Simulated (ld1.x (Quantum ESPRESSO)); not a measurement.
## Which change was made? (O, ultrasoft)

O, ultrasoft, made with ld1.x (Quantum ESPRESSO) 7.5 (PBE, scalar-relativistic). Core [He], reference 2s2 2p4. Waves: 2s (bound): rcut 0.70, rcutus 0.75 bohr; 2s channel at 2.1 Ry: rcut 0.70, rcutus 0.75 bohr; 2p (bound): rcut 0.95, rcutus 1.15 bohr; 2p channel at -0.35 Ry: rcut 0.95, rcutus 1.15 bohr; 3d channel at -0.2 Ry: rcut 0.95, rcutus 1.15 bohr; 3d channel at 1.3 Ry: rcut 0.95, rcutus 1.15 bohr. Local part: all-electron potential smoothed inside 1.05 bohr (lloc = -1). Core correction: none. Augmentation charge: built from norm-conserving waves at rcut, not smoothed further.

Cutoffs, loose and tight: the cutoffs (Ry, on a coarse ladder) from which the occupation-weighted sum of valence levels, in a spherical-Bessel basis at the reference potential, stays within 10 and 1 mRy of its value at 400 Ry. They do not see the model core or the augmentation charge, which bear on the density cutoff. Test errors are all-electron minus pseudo excitation energies from the reference, over the configurations 2s2 2p3; 2s2 2p2; 2s2 2p1; 2s1 2p4; 2s0 2p6; 2s2 2p0; 2s2 2p3.5; variants that change the core or the reference have their own tests.

The base gives: outcome: generated; cutoff, loose: 55 Ry; cutoff, tight: 100 Ry; bound ghosts: none; largest test error (meV): +628.

Q: After one change the result is: outcome: generated; cutoff, loose: 70 Ry; cutoff, tight: 120 Ry; bound ghosts: none; largest test error (meV): +585. Which change was it?
A. all radii scaled by about 0.94 (s 0.70, p 1.08, d 1.08 bohr, rcut 0.66/0.90/0.90); local potential all-electron potential smoothed inside 0.98 bohr (lloc = -1)
B. all radii scaled by about 0.75 (s 0.56, p 0.86, d 0.86 bohr, rcut 0.52/0.70/0.70); local potential all-electron potential smoothed inside 0.78 bohr (lloc = -1)
C. all radii scaled by about 1.36 (s 1.02, p 1.56, d 1.56 bohr, rcut 0.96/1.30/1.30); local potential all-electron potential smoothed inside 1.44 bohr (lloc = -1)
D. all radii scaled by about 0.85 (s 0.64, p 0.98, d 0.98 bohr, rcut 0.60/0.82/0.82); local potential all-electron potential smoothed inside 0.90 bohr (lloc = -1)
E. all radii scaled by about 1.11 (s 0.84, p 1.28, d 1.28 bohr, rcut 0.78/1.06/1.06); local potential all-electron potential smoothed inside 1.18 bohr (lloc = -1)

A: A. The others give: all radii scaled by about 0.75 (s 0.56, p 0.86, d 0.86 bohr, rcut 0.52/0.70/0.70); local potential all-electron potential smoothed inside 0.78 bohr (lloc = -1) → outcome: failed: run_pseudo: Errors in PS-KS equation | all radii scaled by about 0.85 (s 0.64, p 0.98, d 0.98 bohr, rcut 0.60/0.82/0.82); local potential all-electron potential smoothed inside 0.90 bohr (lloc = -1) → outcome: generated; cutoff, loose: 100 Ry; cutoff, tight: 160 Ry; bound ghosts: s; largest test error (meV): +552 | all radii scaled by about 1.36 (s 1.02, p 1.56, d 1.56 bohr, rcut 0.96/1.30/1.30); local potential all-electron potential smoothed inside 1.44 bohr (lloc = -1) → outcome: generated; cutoff, loose: 30 Ry; cutoff, tight: 50 Ry; bound ghosts: none; largest test error (meV): +1539 | all radii scaled by about 1.11 (s 0.84, p 1.28, d 1.28 bohr, rcut 0.78/1.06/1.06); local potential all-electron potential smoothed inside 1.18 bohr (lloc = -1) → outcome: generated; cutoff, loose: 45 Ry; cutoff, tight: 80 Ry; bound ghosts: none; largest test error (meV): +820.
